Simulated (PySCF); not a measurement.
## Simulated characterisation data

Single conformer, averaged over atoms made equivalent by symmetry, fast rotation or ring inversion, gas phase, no relativistic terms. GIAO PBE0/pcSseg-1 shieldings; B3LYP/pcJ-1 coupling constants; GFN2-xTB geometry; PySCF.

Scale: $^{1}$H (31.72 ppm) and $^{13}$C (186.93 ppm) vs TMS (reference shieldings calculated alike). Multiplet labels drop J under 1 Hz and among equivalent protons, and merge close values. Unscaled 3J(H,H) run several per cent high. Splittings of carbon signals by F and P are missing where no couplings were computed. Where no couplings were computed, multiplicities follow the n + 1 count of equivalent neighbours, and m marks all less simple cases (inequivalent or close neighbours, rings, F or P nearby). Shifts are as computed. Against solution values, carbons near 30 ppm lie about +3 ppm off and those near 130 ppm about +5 ppm. Of 1211 compounds with measured shifts, 218 miss one by over three times the rms of a fit or turn the order of signals round; such compounds aren't used in these exercises. OH and NH positions are gas-phase values without hydrogen bonding to other molecules.

**1.** `CC(C)/C=C(/C(=O)F)C(F)(F)F`, C₇H₈F₄O. $^{1}$H NMR (400 MHz, computed): δ 7.53 (m, 1H), 3.56 (m, 1H), 1.16 (d, 6H). $^{13}$C{$^{1}$H} NMR (computed): δ 175.6 (CH), 159.8 (C), 131.9 (C), 122.3 (C), 32.6 (CH), 23.9 (CH3).

**2.** methanol (SMILES CO). $^{1}$H NMR (400 MHz, computed): δ 3.79 (s, 3H), -0.32 (br s, 1H). $^{13}$C{$^{1}$H} NMR (computed): δ 54.4.
